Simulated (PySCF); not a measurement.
Te(F)(Me) (CH3FTe), SMILES C[Te]F. Geometry optimised at PBE-D3(BJ)/def2-TZVP. The def2 effective core potentials stand for the cores of Te; spin–orbit coupling is left out.

The numbers are results of PySCF with PBE-D3(BJ)/def2-TZVP, not measurements.

Harmonic wavenumbers (cm⁻¹): 108, 174, 519, 573, 790, 817, 1204, 1387, 1411, 2988, 3082, 3111. Rotational constants (GHz): 9.036, 6.267, 3.793; symmetry number 1.

**Question.** Work out the zero-point energy and the ideal-gas rigid-rotor harmonic-oscillator thermochemistry at 298.15 K and 1 atm.

**Answer.** ZPE = ½ Σ hcν = ½ × 16165 cm⁻¹ = 96.69 kJ/mol. H − E(el) = 111.58 kJ/mol. Entropy in J/(mol K): translation 172.17, rotation 103.84, vibration 30.54, total 306.54. G − E(el) = 20.18 kJ/mol. Cp = 65.98 J/(mol K). Modes under 150 cm⁻¹ make the vibrational entropy uncertain.
